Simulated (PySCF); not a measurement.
# Bond energies at CCSD(T)/def2-SVP beside a composite method

PySCF, lowest determinants of a PBE0 search. The composite is CCSD(T) extrapolated to the basis-set limit from two correlation-consistent sets, with core-valence (CV) and scalar-relativistic (SR) terms as its label shows; it has no spin–orbit coupling and nothing beyond (T).

| species | state (unpaired electrons) | De CCSD(T) (eV) | De composite (eV) | composite | dissociates to |
| --- | --- | --- | --- | --- | --- |
| BeI | doublet (σ ↑) | 2.04 | 2.61 | CCSD(T)/CBS(TQ)+CV | Be + I |
| InO⁺ | triplet (π ↑↑) | 0.23 | 0.19 | CCSD(T)/CBS(DT) | In⁺ + O |
| KCa | doublet (σ ↑) | 0.14 | 0.15 | CCSD(T)/CBS(DT) | K + Ca |
| P2 | singlet (closed shell) | 4.03 | 5.05 | CCSD(T)/CBS(TQ)+CV+SR | P + P |
| BeBr | doublet (σ ↑) | 2.77 | 3.36 | CCSD(T)/CBS(TQ)+CV | Be + Br |
| O2 | triplet (π ↑↑) | 4.71 | 5.19 | CCSD(T)/CBS(TQ)+CV+SR | O + O |
| CaH | doublet (σ ↑) | 1.36 | 1.77 | CCSD(T)/CBS(DT) | Ca + H |
| NaSr | doublet (σ ↑) | 0.16 | 0.19 | CCSD(T)/CBS(DT) | Na + Sr |

Q: Does CCSD(T) bind more or less than the composite, by how much on average, and where is the difference largest?

A: CCSD(T)/def2-SVP binds less on average, method and basis taken together: the mean signed difference is -0.38 eV and the mean absolute one 0.39 eV; it is largest for P2 (-1.02 eV).

The molecules are drawn from runs that passed checks on state, spin purity and fit, so the hardest cases are missing and the errors look smaller than over all diatomics.

Correlated steps freeze the inner cores (1 to 15 orbitals); shallow outer-core shells are correlated. UHF and ROHF references stand side by side, which adds small steps between rows. Weak bonds: InO⁺, KCa, NaSr. Basis-set superposition, not corrected here, can be much of De in a small basis, most of all at correlated wavefunction levels. These are scalar-relativistic numbers at best; spin–orbit coupling would shift them, the dissociation energy most. For an ion De counts to the pair picked by the measured ionisation energies or electron affinities, which need not be the lowest pair at this level. Where the molecule has an RHF reference, its open-shell atoms are computed with UHF. States were picked by a PBE0 search and need not be the measured ground states.
